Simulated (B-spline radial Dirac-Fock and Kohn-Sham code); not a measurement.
K-line shifts caused by a second vacancy in Zr²⁺

System: the Zr²⁺ ion, [Kr] 4d2.

Input of the calculation (task.json; shells as n, l, electrons):

```json
{"items": [{
  "Z": 40,
  "q": 2,
  "cfg": [[1, 0, 2], [2, 0, 2], [2, 1, 6], [3, 0, 2], [3, 1, 6], [3, 2, 10], [4, 0, 2], [4, 1, 6], [4, 2, 2]],
  "A": 90,
  "rrms": 4.2694,
  "do": ["binding", "quiet", "double"]
}]}
```

Launch: `python xray_run.py task.json out`

Level of theory: ΔSCF Dirac-Fock with Breit, self-energy and vacuum polarisation, finite nucleus, configuration average; an atomic code on a B-spline grid. Each two-hole energy is an average over J within one jj subconfiguration, not an observable level; in light atoms, where LS coupling holds, the j-resolved values are not observed lines, and for a K spectator the Kα1 hypersatellite is nearly forbidden. Correlation and solid-state effects are left out.

Lines without a spectator: Kα2 (K-L2) 15689.0 eV, Kα1 (K-L3) 15773.5 eV, Kβ3 (K-M2) 17649.7 eV, Kβ1 (K-M3) 17663.6 eV. Shifts in eV with one spectator hole (a dash: not computed, or left out as unreliable):

```tsv
spectator hole	Kα2	Kα1	Kβ3	Kβ1
L2 (2p1/2)	+45.5	+56.5	–	+123.0
L3 (2p3/2)	+47.8	+46.9	+113.7	–
M2 (3p1/2)	–	+5.22	+12.39	+15.43
M3 (3p3/2)	+4.21	–	+13.74	+13.16
M4 (3d3/2)	+0.07	-1.77	–	–
M5 (3d5/2)	-2.01	-0.75	–	–
```

Question: Where does the K-L3 hypersatellite lie, emitted when both K electrons are missing?

Answer: +449.8 eV from the normal line, at 16223.3 eV. Removing both K electrons costs 36651.1 eV, which is 606.7 eV more than twice the K binding energy.

With n spectator holes in 2p, averaged over the 2p shell (energies in eV):

| n | KαLⁿ | step | hypersatellite KαʰLⁿ |
| --- | --- | --- | --- |
| 0 | 15745.3 | – | 16192.2 |
| 1 | 15795.0 | +49.7 | 16243.2 |
| 2 | 15845.8 | +50.8 | 16295.3 |
| 3 | 15897.8 | +52.0 | 16348.6 |
| 4 | 15950.9 | +53.2 | 16403.1 |
| 5 | 16005.3 | +54.4 | 16458.8 |
